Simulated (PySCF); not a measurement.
Electronic absorption of C6H10F2

Compound: C6H10F2.
SMILES: `CC(C)C/C(F)=C/F`

Method: TDDFT B3LYP/def2-SVPD, vertical, gas phase, core orbitals frozen in the response in PySCF. One conformer (not necessarily the lowest) at the GFN2-xTB geometry, without solvent, vibrations or thermal averaging. Torsions of this conformer, `[CH3:1][CH:2]([CH3:3])[CH2:4]/[C:5]([F:6])=[CH:7]/[F:8]`: C1–C2–C4–C5 -174°, C2–C4–C5–F6 68°.

```tsv
state	E (eV)	λ (nm)	ν̃ (cm⁻¹)	f	main configurations (H = HOMO, L = LUMO)
S1	6.21	199.5	50130	0.015	H→L+1 (53%), H→L (32%), H→L+2 (13%)
S2	6.85	181.0	55240	0.047	H→L+2 (57%), H→L (31%)
S3	7.16	173.1	57770	0.106	H→L+1 (27%), H→L+2 (26%), H→L+3 (24%)
S4	7.25	171.0	58470	0.086	H→L+3 (66%), H→L+1 (11%), H→L (10%)
S5	7.76	159.8	62590	0.128	H→L+4 (68%), H→L+5 (10%), H→L (10%)
S6	7.90	156.8	63760	0.013	H→L+5 (82%), H→L+4 (10%)
S7	8.14	152.3	65680	0.0013	H→L+6 (94%)
S8	8.19	151.4	66070	0.010	H→L+7 (93%)
```

Triplets, Tamm–Dancoff:

| state | E (eV) | λ (nm) | main configurations (H = HOMO, L = LUMO) |
| --- | --- | --- | --- |
| T1 | 4.50 | 275.6 | H→L (60%), H→L+1 (32%) |
| T2 | 5.93 | 209.1 | H→L+1 (52%), H→L (21%), H→L+2 (21%) |
| T3 | 6.77 | 183.3 | H→L+2 (54%), H→L (16%), H→L+1 (11%) |

The lowest singlet lies at 6.21 eV (199 nm, vacuum ultraviolet) and is weak; its leading configuration is HOMO→LUMO+1 (53%). The most intense listed level is S5 at 7.76 eV (160 nm, f = 0.128), 1.54 eV above S1. Löwdin shares by element: HOMO carbon 60% or more, fluorine 25% (atoms not listed hold the other 16%); LUMO carbon 52% or more, hydrogen 7% or more (atoms not listed hold the other 41%). Weighted by f, the mean energy of these states is 7.35 eV. Of the 8 states listed, 7 reach f = 0.01 and none stays under 0.0005. The listed states span 1.98 eV, and the widest gap between neighbours is 0.63 eV (S1 to S2). No computed singlet lies in the visible range (380 to 750 nm); the lowest, at 199 nm, stands 2.95 eV above its violet end (3.26 eV). The window holds the lowest 8 singlets.
